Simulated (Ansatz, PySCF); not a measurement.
Donor–acceptor adduct: BH3 (SMILES B) (first 4 atoms) with PH3 (SMILES P); geometry from B3LYP-D3(BJ)/def2-TZVP, rigid monomers moved along the line of their centres of mass till B1···P5 is 2.22 Å.
(charge 0, multiplicity 1):
```csv
atom,x (Å),y (Å),z (Å)
B,-0.0303,-0.0774,0.6721
H,1.0967,-0.4211,0.4177
H,-0.8416,-0.9688,0.6552
H,-0.3837,0.9320,0.1159
P,0.0671,0.5060,2.8110
H,-1.1129,0.9638,3.4241
H,0.4580,-0.4712,3.7438
H,0.9431,1.5454,3.1717
```

Counterpoise-corrected where a basis set is named; no monomer relaxation.

Cores are frozen in the correlated methods. CBS: X⁻³ extrapolation of the correlation energy, Hartree–Fock from the larger set.

Codes used: Ansatz (a program for electronic structure) with Gaussian orbitals; PySCF for the dispersion terms. Each number belongs to the level named beside it.

PBE/def2-TZVPPD gives -1557.4 meV for the interaction energy.

Q: Where do these levels fall relative to PBE: PBE-D3(BJ)/def2-TZVPPD, r2SCAN/def2-TZVPPD, B3LYP/def2-TZVPPD, wB97M-V/def2-TZVPPD, MP2/CBS(aug-cc-pV(D+d)Z, aug-cc-pV(T+d)Z), CCSD(T)/CBS(aug-cc-pV(D+d)Z, aug-cc-pV(T+d)Z).

A: PBE-D3(BJ)/def2-TZVPPD -59.6; r2SCAN/def2-TZVPPD 18.8; B3LYP/def2-TZVPPD 272.5; wB97M-V/def2-TZVPPD 183.6; MP2/CBS(aug-cc-pV(D+d)Z, aug-cc-pV(T+d)Z) 158.0; CCSD(T)/CBS(aug-cc-pV(D+d)Z, aug-cc-pV(T+d)Z) 220.8 meV. 5 of 6 lie above PBE; the widest gap is to B3LYP/def2-TZVPPD.
